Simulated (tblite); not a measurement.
Compound: C4H7BBrF.
Atom-mapped SMILES: `[CH3:1]/[CH:2]=[C:3](/[F:4])[B:5]([CH3:6])[Br:7]` (hydrogens: H8, H9, H10 on C1; H11 on C2; H12, H13, H14 on C6)

Computed with GFN2-xTB (tblite), gas phase: L-BFGS steps from a force-field or distance-geometry start until the largest atomic force falls under 0.01 eV/Å.

Step 25: E = -603.5471 eV
```
atom  x, y, z in Å  |  force x, y, z in eV/Å
C1      1.7789   -0.5894    0.1921    0.015  -0.042   0.006
C2      1.3094    0.6713   -0.4604    0.120  -0.009   0.027
C3      0.0861    1.1655   -0.3270    0.030  -0.035   0.028
F4     -0.2076    2.3302   -0.9847   -0.010   0.021  -0.018
B5     -1.0859    0.5048    0.4901   -0.068  -0.047   0.159
C6     -1.9212   -0.6515   -0.1608   -0.038  -0.038  -0.002
Br7    -1.3728    0.9836    2.2800    0.021   0.049  -0.024
H8      2.8446   -0.5256    0.3917    0.033   0.020   0.049
H9      1.2597   -0.7873    1.1284   -0.033   0.056  -0.022
H10     1.6244   -1.4519   -0.4589   -0.018   0.069  -0.065
H11     2.0295    1.2072   -1.0614    0.015  -0.012  -0.058
H12    -1.2514   -1.4471   -0.4861    0.010  -0.052  -0.053
H13    -2.6640   -1.0937    0.4982   -0.052   0.003   0.026
H14    -2.4304   -0.3167   -1.0634   -0.025   0.015  -0.052
```

Step 26: E = -603.5494 eV
```
atom  x, y, z in Å  |  force x, y, z in eV/Å
C1      1.7888   -0.5917    0.1930    0.020   0.001  -0.034
C2      1.3134    0.6662   -0.4605    0.065   0.065   0.047
C3      0.0888    1.1581   -0.3275   -0.007  -0.046   0.054
F4     -0.2084    2.3269   -0.9795    0.017  -0.024  -0.011
B5     -1.0867    0.5007    0.4905   -0.074  -0.051   0.122
C6     -1.9308   -0.6517   -0.1583   -0.021  -0.038  -0.016
Br7    -1.3794    0.9960    2.2736    0.020   0.048  -0.004
H8      2.8537   -0.5176    0.3935    0.034   0.009   0.066
H9      1.2680   -0.7944    1.1279   -0.024   0.045  -0.055
H10     1.6448   -1.4486   -0.4668   -0.028   0.031  -0.037
H11     2.0293    1.2116   -1.0576    0.044  -0.031  -0.067
H12    -1.2686   -1.4513   -0.4880    0.031  -0.061  -0.049
H13    -2.6766   -1.0927    0.4986   -0.041   0.029   0.029
H14    -2.4371   -0.3120   -1.0610   -0.035   0.023  -0.045
```

Step 27: E = -603.5515 eV
```
atom  x, y, z in Å  |  force x, y, z in eV/Å
C1      1.7984   -0.5937    0.1931    0.028   0.051  -0.057
C2      1.3181    0.6628   -0.4598    0.001   0.112   0.057
C3      0.0910    1.1503   -0.3273   -0.027  -0.045   0.073
F4     -0.2090    2.3232   -0.9745    0.033  -0.078   0.006
B5     -1.0884    0.4954    0.4929   -0.048  -0.045   0.039
C6     -1.9400   -0.6531   -0.1566   -0.002  -0.031  -0.025
Br7    -1.3849    1.0092    2.2677    0.010   0.044   0.026
H8      2.8623   -0.5097    0.3963    0.025  -0.009   0.073
H9      1.2751   -0.8002    1.1262   -0.016   0.029  -0.082
H10     1.6633   -1.4455   -0.4746   -0.029   0.004  -0.011
H11     2.0300    1.2155   -1.0550    0.055  -0.045  -0.066
H12    -1.2843   -1.4567   -0.4909    0.026  -0.048  -0.035
H13    -2.6890   -1.0914    0.4995   -0.025   0.044   0.017
H14    -2.4433   -0.3066   -1.0594   -0.033   0.019  -0.015
```

Task: Estimate the geometry and energy of step 28. (The exact step hangs on the optimiser's Hessian estimate; all steps are aligned on step 27, rigid shifts and turns removed.)

Result: E = -603.5537 eV, largest force 0.143 eV/Å
```
atom  x, y, z in Å  |  force x, y, z in eV/Å
C1      1.8090   -0.5947    0.1921    0.035   0.088  -0.061
C2      1.3234    0.6613   -0.4580   -0.050   0.122   0.056
C3      0.0928    1.1412   -0.3256   -0.026  -0.031   0.078
F4     -0.2093    2.3177   -0.9691    0.031  -0.120   0.022
B5     -1.0910    0.4888    0.4965   -0.004  -0.032  -0.056
C6     -1.9497   -0.6554   -0.1552    0.015  -0.021  -0.029
Br7    -1.3902    1.0241    2.2620   -0.005   0.035   0.056
H8      2.8716   -0.5018    0.4009    0.010  -0.026   0.069
H9      1.2821   -0.8055    1.1226   -0.010   0.011  -0.099
H10     1.6821   -1.4418   -0.4829   -0.023  -0.011   0.013
H11     2.0318    1.2186   -1.0537    0.048  -0.051  -0.053
H12    -1.3004   -1.4633   -0.4947    0.007  -0.023  -0.014
H13    -2.7026   -1.0892    0.5005   -0.006   0.050  -0.003
H14    -2.4504   -0.3005   -1.0578   -0.022   0.008   0.021
```

The energy changes by -0.0022 eV. The first-order estimate −F·Δx gives -0.0030 eV and the mean of the old and new forces, exact on a quadratic surface, -0.0023 eV. The step makes an angle of 76° with the force vector and moves no atom by more than 0.021 Å.

The cost below is that of the whole relaxation. Time: 1.7 s wall. Hardware: Arm Neoverse N1, one thread, no GPU, shared host.
